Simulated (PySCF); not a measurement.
# Spinor energies of Ir³⁶⁺ (iridium, charge +36)

Start: [Kr] 4d5; 4d3/2 filled at m_j = -3/2, -1/2, +1/2, +3/2; 4d5/2 filled at m_j = +5/2. Calculated with PySCF 2.14 in an uncontracted even-tempered set (17 s from 3.9 bohr⁻², ratio 2.8; 14 p from 5.1 bohr⁻², ratio 2.8; 9 d from 5.1 bohr⁻², ratio 2.8; 3 f from 21 bohr⁻², ratio 3): generalised Hartree-Fock with the X2C-1e Hamiltonian and a Gaussian nucleus; one run each with spin-orbit coupling (SO) switched off, then screened by Boettger's factors.

| spinor shell | electrons | ε, spin-free (eV) | ε, screened SO (eV) | weight of nominal j (screened SO) | rms radius, screened SO (bohr) |
| --- | --- | --- | --- | --- | --- |
| 1s1/2 | 2 | -78043.0 | -78014.7 | 1.000 | 0.0197 |
| 2s1/2 | 2 | -15050.9 | -15041.0 | 1.000 | 0.0796 |
| 2p1/2 | 2 | -13282.6 | -14452.4 | 1.000 | 0.0675 |
| 2p3/2 | 4 | -13282.6 | -12814.9 | 1.000 | 0.0753 |
| 3s1/2 | 2 | -4717.0 | -4713.2 | 1.000 | 0.202 |
| 3p1/2 | 2 | -4189.0 | -4452.2 | 1.000 | 0.193 |
| 3p3/2 | 4 | -4189.0 | -4080.4 | 1.000 | 0.208 |
| 3d3/2 | 4 | -3607.3 | -3656.3 | 1.000 | 0.182 |
| 4s1/2 | 2 | -2034.3 | -2032.8 | 1.000 | 0.420 |
| 4p1/2 | 2 | -1834.2 | -1923.4 | 0.998 | 0.421 |
| 4p3/2 | 4 | -1834.2 | -1796.1 | 0.999 | 0.451 |
| 4d3/2 | 4 | -1622.4 | -1628.7 | 0.985 | 0.435 |
| 4d5/2 | 1 | -1622.4 | -1605.0 | 1.000 | 0.443 |

Where does 3d5/2 lie, and what is the 3d spin-orbit splitting (screened SO)?

At -3570.7 eV, 85.589 eV above 3d3/2.

| quantity | spin-free | screened SO |
| --- | --- | --- |
| E (hartree) | -17063.90698 | -17089.86647 |
| M_J | 5/2 | 5/2 |
| ⟨J²⟩ | 8.750 | 8.753 |
| ⟨L²⟩ | 0.000 | 5.621 |
| ⟨S²⟩ | 8.750 | 3.157 |

Each row is a mean over spinors that exchange with the open shell spreads, by up to 18.995 eV (4p3/2).

Breit and QED terms are absent; they matter most for the inner s and p1/2 levels.

Densities and radii are taken from the X2C orbitals without a picture-change correction, which distorts them close to the nucleus.

Without spin-orbit coupling the j labels of p, d and f shells carry no meaning; the spin-free column gives the mean over the occupied spinors of each nl shell.
